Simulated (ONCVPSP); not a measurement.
## cadmium, ONCV: configuration errors across variants

ONCVPSP 4.0.1 input, shortened (lines: element, Z, core and valence counts, functional; n l f; lmax; l rc ep ncon nbas qcut; lloc lpopt rc5 dvloc0; l nproj debl; icmod fcfact rcfact), PBEsol, fully relativistic:

```
  Cd 48.00    6    5  -116133      upf
    1    0    2.00
    2    0    2.00
    2    1    6.00
    3    0    2.00
    3    1    6.00
    3    2   10.00
    4    0    2.00
    4    1    6.00
    4    2   10.00
    5    0    1.50
    5    1    0.50
    2
    0    1.25    0.00    4    8   11.00
    1    1.45    0.00    4    7   11.40
    2    1.10    0.00    3    8    8.40
    4    5    0.75    0.00
    0    2    2.00
    1    2    1.80
    2    1    3.80
    3    4.00    1.60
```

Open shells are filled in proportion to 2j + 1.

All-electron excitation energies from the reference (eV): (1) 4s2 4p6 4d10 5s2 5p0 -2.319; (2) 4s2 4p6 4d10 5s1 5p0 6.992; (3) 4s2 4p6 4d10 5s0 5p1 12.831.

1 further variants failed, have other tests or too few solved ones, and are left out.

Errors AE − PS in meV (a dash: test not solved or not reliable):

```csv
change,(1),(2),(3),bound ghosts,GHOST(+) flags above zero
base,0.0,0.0,-0.5,none,s
d: qcut 11.6,0.0,0.0,-0.4,none,s
p: nproj 3,0.0,0.0,-0.5,none,s
d: nbas 6,0.0,0.0,-0.5,none,s
p: rc 1.36,0.0,0.0,-0.5,none,s
```

(1) Give the same row for: s: rc 1.22.

Answers

(1) +0.1, -0.1, -1.0; bound ghosts: none; GHOST(+) flags above zero: s.
